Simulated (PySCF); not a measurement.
# Nuclear quadrupole coupling in `CO/C=C/[Si@H](C#N)CO[SiH3]`

Compound: C₅H₁₁NO₂Si₂.
Cartesian coordinates in Å at the GFN2-xTB level; atoms count from 1:
```xyz
21
C5H11NO2Si2 angstrom
C      3.2060    1.7459    0.5229
O      1.8210    2.0012    0.4471
C      0.9853    0.9516    0.3795
C      1.2802   -0.3511    0.3841
Si    -0.0160   -1.6909    0.2869
C      0.7082   -3.0650   -0.7645
N      1.1730   -3.9002   -1.3964
C     -1.5948   -1.0964   -0.6085
O     -2.0916   -0.0162    0.1525
Si    -3.3453    0.9591   -0.1725
H      3.6913    2.7198    0.5376
H      3.4578    1.1976    1.4357
H      3.5504    1.1777   -0.3462
H     -0.0353    1.3038    0.3144
H      2.3132   -0.6616    0.4656
H     -0.3704   -2.2999    1.5769
H     -1.3954   -0.7657   -1.6329
H     -2.3582   -1.8783   -0.6720
H     -4.6026    0.2082   -0.2218
H     -3.2299    1.8485    0.9715
H     -3.1557    1.6289   -1.4637
```

Field gradients from the PBE0/pcSseg-1 density (PySCF, non-relativistic), principal values in atomic units, ordered |Vxx| ≤ |Vyy| ≤ |Vzz|:

```json
{"atom": "O2", "Vxx": "-0.4265", "Vyy": "-1.3929", "Vzz": "1.8194"}
{"atom": "N7", "Vxx": "0.5587", "Vyy": "0.5941", "Vzz": "-1.1528"}
{"atom": "O9", "Vxx": "-0.5617", "Vyy": "-1.2060", "Vzz": "1.7677"}
```

Q: Find the asymmetry η = (Vxx − Vyy)/Vzz and the couplings χ = eQV/h (234.96 MHz × Q in barn × V in au), with Q(17O) = −0.0256 b, Q(14N) = 0.02044 b.

A: 
| atom | environment | nucleus | η | χzz (MHz) | χxx (MHz) | χyy (MHz) |
| --- | --- | --- | --- | --- | --- | --- |
| O2 | ether oxygen | 17O | 0.53 | -10.94 | 2.57 | 8.38 |
| N7 | cyano nitrogen | 14N | 0.03 | -5.54 | 2.68 | 2.85 |
| O9 | silyl ether oxygen | 17O | 0.36 | -10.63 | 3.38 | 7.25 |

The gradient is axial or nearly so (η below 0.05) at N7. The tensor is traceless: Vxx + Vyy + Vzz = 0.

Q: What is Vzz at N7 in SI units (1 au = 9.71736 × 10²¹ V/m²)?

A: -1.1528 au = -11.202 × 10²¹ V/m².

Q: And the gradient at the other heavy atoms, for which no coupling is worked out here?

A: 
```csv
atom,environment,Vzz (au),η
C1,methoxy carbon,0.436,0.07
C3,vinylic carbon bearing oxygen,-0.441,0.29
C4,alkene CH carbon,0.112,0.54
Si5,SiH silicon,0.554,0.28
C6,cyano carbon,-0.463,0.01
C8,sp3 carbon bound to oxygen,0.433,0.12
Si10,oxygen-bound silicon,0.524,0.21
```

Q: What couplings would deuterons (Q(2H) = 0.00286 b) have in place of the hydrogens, at this geometry?

A: 
| atom | bonded to | bond length (Å) | Vzz (au) | η | χzz (kHz) |
| --- | --- | --- | --- | --- | --- |
| H11 | C1 | 1.088 | 0.3046 | 0.07 | 205 |
| H12 | C1 | 1.094 | 0.2922 | 0.08 | 196 |
| H13 | C1 | 1.094 | 0.2917 | 0.08 | 196 |
| H14 | C3 | 1.082 | 0.3109 | 0.08 | 209 |
| H15 | C4 | 1.082 | 0.3330 | 0.10 | 224 |
| H16 | Si5 | 1.470 | 0.1551 | 0.01 | 104 |
| H17 | C8 | 1.095 | 0.2949 | 0.09 | 198 |
| H18 | C8 | 1.095 | 0.2962 | 0.08 | 199 |
| H19 | Si10 | 1.465 | 0.1574 | 0.04 | 106 |
| H20 | Si10 | 1.454 | 0.1678 | 0.02 | 113 |
| H21 | Si10 | 1.467 | 0.1564 | 0.04 | 105 |

One conformer (not necessarily the lowest) at the GFN2-xTB geometry, without solvent, vibrations or thermal averaging. GFN2-xTB bond lengths can be off by several hundredths of an ångström, more for odd bonds, and the gradients follow them. With so small a basis the couplings can be 20 % off.
